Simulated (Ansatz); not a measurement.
`CCBN[SiH3]` and `CBN[SiH3]` differ in one atom or group.

Ansatz, PBE0-D4/def2-TZVP geometries, multiplicity 1. Each molecule was computed in one conformer, which needn't be the lowest.

```
                                      property  `CCBN[SiH3]`
          HOMO–LUMO gap (PBE0/def2-TZVPP) / eV          8.49
            HOMO energy (PBE0/def2-TZVPP) / eV         -8.24
            LUMO energy (PBE0/def2-TZVPP) / eV          0.25
size of the dipole moment (PBE/def2-TZVPP) / D          1.20
           HOMO energy (B3LYP/def2-TZVPP) / eV         -8.02
         HOMO–LUMO gap (B3LYP/def2-TZVPP) / eV          8.05
```

**Question.** Give the same properties after the change, and the shifts. (Estimate.)

**Answer.** Computed: 
```json
{"property": "HOMO–LUMO gap (PBE0/def2-TZVPP) / eV", "`CBN[SiH3]`": "8.40", "shift": "-0.09"}
{"property": "HOMO energy (PBE0/def2-TZVPP) / eV", "`CBN[SiH3]`": "-8.25", "shift": "-0.01"}
{"property": "LUMO energy (PBE0/def2-TZVPP) / eV", "`CBN[SiH3]`": "0.14", "shift": "-0.11"}
{"property": "size of the dipole moment (PBE/def2-TZVPP) / D", "`CBN[SiH3]`": "0.75", "shift": "-0.45"}
{"property": "HOMO energy (B3LYP/def2-TZVPP) / eV", "`CBN[SiH3]`": "-8.03", "shift": "-0.01"}
{"property": "HOMO–LUMO gap (B3LYP/def2-TZVPP) / eV", "`CBN[SiH3]`": "7.96", "shift": "-0.09"}
```

Dipoles are sizes alone; their direction can turn.

B3LYP here is the variant with VWN-RPA as its local correlation; programs differ in this.
